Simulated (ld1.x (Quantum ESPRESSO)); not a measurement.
Which change was made? (As, ultrasoft)

* Element: As (Z = 33)
* Generator: ld1.x (Quantum ESPRESSO) 7.5
* Type: ultrasoft
* Functional: revPBE
* Relativity: scalar-relativistic
* Frozen core: [Ar] 3d10
* Valence charge: 5
* Reference configuration: 4s2 4p2 (charge +1)
* Partial waves: 4s (bound): rcut 1.35, rcutus 1.55 bohr; 4s channel at 1.4 Ry: rcut 1.35, rcutus 1.55 bohr; 4p (bound): rcut 1.35, rcutus 1.65 bohr; 4p channel at -0.1 Ry: rcut 1.35, rcutus 1.65 bohr; 4d channel at 0.25 Ry: rcut 1.50, rcutus 1.75 bohr
* Local potential: all-electron potential smoothed inside 1.25 bohr (lloc = -1)
* Core correction: a·sin(br)/r model core inside 1.35 bohr
* Augmentation charge: PSQ, inside the norm-conserving radii

Cutoffs, loose and tight: the cutoffs (Ry, on a coarse ladder) from which the occupation-weighted sum of valence levels, in a spherical-Bessel basis at the reference potential, stays within 10 and 1 mRy of its value at 400 Ry. They do not see the model core or the augmentation charge, which bear on the density cutoff. Test errors are all-electron minus pseudo excitation energies from the reference, over the configurations 4s2 4p3; 4s2 4p1; 4s2 4p0; 4s1 4p4; 4s2 4p2.5; 4s0 4p5; 4s1 4p3; variants that change the core or the reference have their own tests.

The base gives: outcome: generated; cutoff, loose: 15 Ry; cutoff, tight: 25 Ry; bound ghosts: none; largest test error (meV): -92.

Question: After one change the result is: outcome: generated; cutoff, loose: 21 Ry; cutoff, tight: 30 Ry; bound ghosts: s, p; largest test error (meV): -93. Which change was it?
A. local potential all-electron potential smoothed inside 0.82 bohr (lloc = -1)
B. local potential all-electron potential smoothed inside 1.00 bohr (lloc = -1)
C. local potential all-electron potential smoothed inside 0.72 bohr (lloc = -1)

Answer: C. The others give: local potential all-electron potential smoothed inside 0.82 bohr (lloc = -1) → outcome: generated; cutoff, loose: 25 Ry; cutoff, tight: 30 Ry; bound ghosts: s; largest test error (meV): -93 | local potential all-electron potential smoothed inside 1.00 bohr (lloc = -1) → outcome: generated; cutoff, loose: 15 Ry; cutoff, tight: 21 Ry; bound ghosts: s; largest test error (meV): -93.
